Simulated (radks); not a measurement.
Spherical quantum dot in the effective-mass picture: electrons in a hard-walled sphere of radius 7.09, all in effective atomic units (hartree* = m*/eps^2 hartree, bohr* = eps/m* bohr), one dielectric constant everywhere. Method: non-relativistic Kohn-Sham, LDA (Slater exchange, Perdew-Wang correlation), spin-polarised, spherical densities; computed with a radial shooting solver with Libxc functionals. Levels are named by radial order and angular momentum (1s, 1p, 1d, 2s, ...), and open shells are averaged over m.

N = 6, configuration 1s2 1p(up 3, down 1). This is the lowest configuration that the search found. Occupied and some empty levels:

level    occupation  eigenvalue (hartree*)  <r> (bohr*)
1s up             1                 1.1039        4.467
1s down           1                 1.1272        4.455
1p up             3                 1.1651        4.724
1p down           1                 1.1889        4.725
1d up             0                 1.2653        4.931
1d down           0                 1.2892        4.937
1f up             0                 1.3987        5.099
1f down           0                 1.4222        5.106
2s up             0                 1.4478        3.276
2s down           0                 1.4629        3.264

Energy (hartree*): total 3.69402, kinetic 1.1808, external 0, Hartree 3.5273, exchange-correlation -1.0141.

Electron density:

r (bohr*)  n(r) (e/bohr*^3)
0.367              0.001463
0.897              0.001779
1.43               0.002380
1.96               0.003285
2.49               0.004476
3.02               0.005854
3.55               0.007180
4.08               0.008056
4.61               0.007999
5.14               0.006708
5.67               0.004401
6.20               0.001923
6.73              0.0003129
